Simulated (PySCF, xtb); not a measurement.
C2H5ClOSi2, SMILES O[Si@@H]1[SiH2]C=C1Cl.

GFN2-xTB (xtb 6.7.1) at its own geometry gives an orbital gap of 3.32 eV and a dipole moment of 2.41 D.

Coordinates come from a B3LYP-D3(BJ)/def2-SVP optimisation. The structure was generated by enumeration; whether it is a known compound was not checked. The values are those of a single conformer.

### Question
What does M06-2X/def2-TZVP run with PySCF give? (An estimate is asked for; the answer gives what the named calculation found.)

### Answer
gap 8.38 eV (levels -8.65 and -0.27 eV), dipole 2.06 D.
